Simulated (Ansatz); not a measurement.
Start from `CS[SiH2][SiH2]S` and change one atom or group to get `S[SiH2][SiH2]CCl`.

Ansatz, PBE0-D4/def2-TZVP geometries, multiplicity 1. Each molecule was computed in one conformer, which needn't be the lowest.

```
                                        property  `CS[SiH2][SiH2]S`
             HOMO–LUMO gap (PBE/def2-TZVPP) / eV               4.45
               HOMO energy (PBE/def2-TZVPP) / eV              -5.99
size of the dipole moment (B3LYP/def2-TZVPP) / D               1.79
               LUMO energy (PBE/def2-TZVPP) / eV              -1.54
  size of the dipole moment (PBE/def2-TZVPP) / D               1.78
              LUMO energy (PBE0/def2-TZVPP) / eV              -0.72
```

(1) Give the same properties after the change, and the shifts. (Best estimate.)

## Answers

(1) The calculation gave: 
```json
{"property": "HOMO–LUMO gap (PBE/def2-TZVPP) / eV", "`S[SiH2][SiH2]CCl`": "4.42", "shift": "-0.03"}
{"property": "HOMO energy (PBE/def2-TZVPP) / eV", "`S[SiH2][SiH2]CCl`": "-6.16", "shift": "-0.17"}
{"property": "size of the dipole moment (B3LYP/def2-TZVPP) / D", "`S[SiH2][SiH2]CCl`": "1.26", "shift": "-0.53"}
{"property": "LUMO energy (PBE/def2-TZVPP) / eV", "`S[SiH2][SiH2]CCl`": "-1.73", "shift": "-0.19"}
{"property": "size of the dipole moment (PBE/def2-TZVPP) / D", "`S[SiH2][SiH2]CCl`": "1.20", "shift": "-0.58"}
{"property": "LUMO energy (PBE0/def2-TZVPP) / eV", "`S[SiH2][SiH2]CCl`": "-0.89", "shift": "-0.17"}
```

Dipoles are sizes alone; their direction can turn.

B3LYP here is the variant with VWN-RPA as its local correlation; programs differ in this.
